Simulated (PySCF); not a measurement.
SMILES [Si](Cl)(Cl)(CC(C)(C)C)Cl at its GFN2-xTB optimised geometry (Å):

```
20

C     -0.6537    -1.9912     1.2807
C     -0.1598    -1.3089     0.0000
C     -0.6768    -2.0865    -1.2095
C      1.3692    -1.3089     0.0000
C     -0.6968     0.1380     0.0000
Si    -0.6141     1.1897    -1.5932
Cl    -2.1497     0.7289    -2.8341
Cl    -0.8216     3.1334    -1.0320
Cl     1.1023     1.0557    -2.6599
H     -0.2488    -2.9978     1.3540
H     -1.7392    -2.0608     1.2870
H     -0.3396    -1.4336     2.1602
H     -0.2595    -1.6922    -2.1326
H     -1.7610    -2.0297    -1.2693
H     -0.3930    -3.1334    -1.1307
H      1.7427    -2.3294     0.0424
H      1.7610    -0.8410    -0.8975
H      1.7525    -0.7711     0.8644
H     -0.1875     0.6819     0.7992
H     -1.7508     0.1005     0.2900
```

Computed with CAM-B3LYP/def2-SVP (PySCF). Cells within 0.4 Å of a nucleus heavier than hydrogen are left out (blank, or x).

Map of the Laplacian of the electron density (e/bohr⁵) on the plane z = 0.0 Å:

```
|555555555555555555555555555|
|555555555555555555555555555|
|555555555555555555555555555|
|555555555555555555555555555|
|555555555556555555555555555|
|555555555566655555555555555|
|555555555566655555555555555|
|555555555566655555555555555|
|555555555555555555555555555|
|555555555555555555555555555|
|555555555566665555555555555|
|555555555666665555555555555|
|55555555654xx66555555555555|
|55555555633xx66555555555555|
|555555555664356666655555555|
|555555555565245665665555555|
|555555555566xx22xx665555555|
|5555555555665955x2665555555|
|555555555566666650555555555|
|555555555556665664555555555|
|555555555555555555555555555|
|555555555555555555555555555|
|555555555555555555555555555|
|555555555555555555555555555|
|555555555555555555555555555|
|555555555555555555555555555|
|555555555555555555555555555|
```
Scale: ten equal steps from -1.46 (start of '0') to 1.09 (end of '9'), in the order '0123456789'; x runs from -5.50 to 5.50, y from -5.50 (bottom) to 5.50 (top).
